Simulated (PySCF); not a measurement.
GaCl3, SMILES [Cl][Ga]([Cl])[Cl]. Atoms are numbered in the order given.

```xyz
4

Ga     0.0000     0.0000     0.0000
Cl    -2.1206     0.0000     0.0000
Cl     1.0603     1.8365     0.0000
Cl     1.0603    -1.8365     0.0000
```
Charge 0, spin multiplicity 1.

The structure is a stationary point at PBE0-D3(BJ)/def2-SVP. The isomer is the one that the SMILES or the coordinates give; other isomers of the formula were not compared.

All values below come from PySCF with M06-2X/def2-TZVPD.

Gas-phase values at a fixed geometry.

| Property | Value |
|---|---|
| total energy | -3305.62710 hartree |
| point group | D3h |
| highest occupied level | -10.85 eV |
| lowest empty level | -1.38 eV |
| orbital gap | 9.48 eV |
| dipole moment | 0.000 e·Å |
| quadrupole, principal values (traceless, Buckingham form, about the centre of nuclear charge) | -3.04, -3.04, 6.08 D·Å |
| mean static polarisability | 66.9 bohr³ (9.91 Å³) |
| polarisability, principal values | 50.7, 75.0, 75.0 bohr³ |
